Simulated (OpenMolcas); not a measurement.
## Sr+: CASPT2 settings compared

| Quantity | Value |
| --- | --- |
| Program | OpenMolcas 26.06 |
| Basis | ANO-RCC-VQZP [8s7p4d2f1g] |
| Scalar Hamiltonian | DKH2, point nucleus |
| Active space | 1 electron in 9 orbitals (4d 5s 5p) |
| State averaging | 2S+1 = 2 even, 6 roots; 2S+1 = 2 odd, 3 roots |
| Spin-orbit coupling | RASSI with atomic mean-field integrals over the reference wave functions, term energies averaged over their components |

Methods on the same reference wave functions:
A. CASSCF
B. SS-CASPT2, IPEA 0.1 Eh, imaginary shift 0.1 Eh (closed shells correlated: 3d 4s 4p)
C. SS-CASPT2, IPEA 0 Eh, sigma2 regulariser 0.05 Eh (closed shells correlated: 4s 4p)

Energies in cm-1 above 5s 2S 1/2, the measured ground level; measured values from NIST Handbook of Basic Atomic Spectroscopic Data.

```json
{"Level": "5s 2S 1/2", "A": "0.0", "B": "0.0", "C": "0.0", "Measured": "0.0"}
{"Level": "4d 2D 3/2", "A": "16136", "B": "16100", "C": "15980", "Measured": "14556"}
{"Level": "4d 2D 5/2", "A": "16402", "B": "16370", "C": "16240", "Measured": "14836"}
{"Level": "5p 2P* 1/2", "A": "21559", "B": "23800", "C": "23910", "Measured": "23715"}
{"Level": "5p 2P* 3/2", "A": "22119", "B": "24360", "C": "24470", "Measured": "24517"}
```

Deviations, from unrounded energies. A percentage is the sum of absolute deviations over the sum of measured energies, with the sign that they share, or ± where signs differ.

```csv
Against measurement,Levels,A,B,C
mean absolute deviation (cm-1),4,1900,830,770
other configurations (%),4,±9.9,±4.3,±4.0
```

C lies closest to measurement on these levels and A furthest from it. The largest miss of C in the table is 4d 2D 3/2, by +1400 cm-1. The ranking rests on the paired levels alone, and a cruder setting can come out closer through cancelling errors.

Between B and C the level of the table that moves most is 4d 2D 3/2, by 130 cm-1 (lowest in C, highest in B). Moves below CASPT2's spread within the term are not significant.

The lowest spin-free term lies below A's lowest term by 0.284 hartree in B, 0.219 hartree in C.

CASPT2 does not keep the components of a term degenerate, so their means are used; among the terms shown or strongly mixed into the levels shown the widest spread is 31 cm-1 (4d 2D, B). ANO sets are built for ground and valence states and can reach diffuse excited orbitals poorly. With one active electron the reference holds no correlation, so core polarisation is missing (holds for A). With one active electron, CASPT2 adds the correlation within the correlated inactive shells and between them and that electron, and leaves the splitting within a term as the reference gives it (holds for B; C). Measured partners are found by configuration, term and J. A level has none where our copy of the source lacks it or the pairing is in doubt (some pairs that miss far off the trend of their configuration count as doubtful), and it then counts in no deviation. Levels of configurations outside the active space are missing.

* marks odd parity.
